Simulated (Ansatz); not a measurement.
Consider the redistribution: `BO[SiH](C)Br` + `N[SiH](N)[SiH3]` → `C[SiH](N)Br` + `BO[SiH](N)[SiH3]`.

Calculated with Ansatz (gas phase, PBE0-D4/def2-TZVP geometries, no zero-point term in ΔE). CCSD(T)/CBS adds triple-zeta CCSD(T) − MP2 to the extrapolated MP2 energy (def2 sets, frozen cores). DFT in def2-TZVPP. For Br outer-core shells are correlated without core-valence functions, which leaves a few kJ/mol of doubt a bond. Scalar relativity is left out up to krypton. One conformer a species, not always the lowest.

`BO[SiH](C)Br`:

Z-matrix (Å, degrees):
```
Si
O 1 1.644
Br 1 2.223 2 110.5
C 1 1.846 2 109.0 3 -120.6
H 1 1.478 2 107.2 3 116.3
B 2 1.348 1 139.7 3 -2.6
H 4 1.092 1 110.4 2 -177.7
H 4 1.093 1 110.0 2 -57.8
H 4 1.092 1 110.7 2 62.2
H 6 1.199 2 117.4 1 -179.6
H 6 1.200 2 120.3 1 0.5
```

`N[SiH](N)[SiH3]`:

Z-matrix (Å, degrees):
```
Si
N 1 1.715
Si 1 2.353 2 105.3
N 1 1.717 2 107.8 3 124.4
H 1 1.496 2 116.7 3 -120.4
H 2 1.006 1 121.1 3 31.9
H 2 1.008 1 120.6 3 -178.7
H 3 1.490 1 110.5 2 -170.0
H 3 1.492 1 112.4 2 -49.8
H 3 1.491 1 110.9 2 70.5
H 4 1.006 1 120.0 2 149.1
H 4 1.007 1 121.2 2 -62.6
```

`C[SiH](N)Br`:

Z-matrix (Å, degrees):
```
C
Si 1 1.854
H 1 1.093 2 110.6
H 1 1.093 2 110.2 3 -120.2
H 1 1.091 2 110.5 3 119.4
N 2 1.706 1 110.1 3 60.0
Br 2 2.254 1 106.8 3 -64.0
H 2 1.480 1 114.1 3 -179.0
H 6 1.008 2 119.4 1 169.7
H 6 1.008 2 119.7 1 -48.5
```

`BO[SiH](N)[SiH3]`:

```xyz
13

B     0.041   -2.188    0.644
O     0.468   -1.499   -0.427
Si    0.263    0.102   -0.867
N     1.690    1.025   -0.755
Si   -1.369    1.115    0.480
H     0.348   -3.344    0.744
H    -0.633   -1.646    1.486
H    -0.102    0.044   -2.302
H     2.424    0.950   -1.441
H     2.038    1.363    0.126
H    -0.838    1.364    1.849
H    -1.731    2.427   -0.123
H    -2.599    0.287    0.586
```

Task: Is it downhill or uphill in electronic energy at CCSD(T)/CBS, and by how much? (Estimate.)

Result: Computed: Downhill: ΔE = -10.2 kJ/mol.

Task: What do these levels give: PBE-D4, PBE0-D4, r2SCAN, CCSD/def2-TZVPP, HF/CBS(def2), CCSD/CBS(def2)? (Best estimate.)

Result: The calculation gave: PBE-D4 -12.0, PBE0-D4 -11.5, r2SCAN -10.5, CCSD/def2-TZVPP -10.7, HF/CBS(def2) -7.4, CCSD/CBS(def2) -9.4 kJ/mol.

Largest T1 diagnostic among the species: 0.013.

In def2-TZVPP, CCSD(T) changes the Hartree–Fock value by −3.4 kJ/mol (the triples alone add −0.8 kJ/mol) and MP2 by −3.4 kJ/mol.
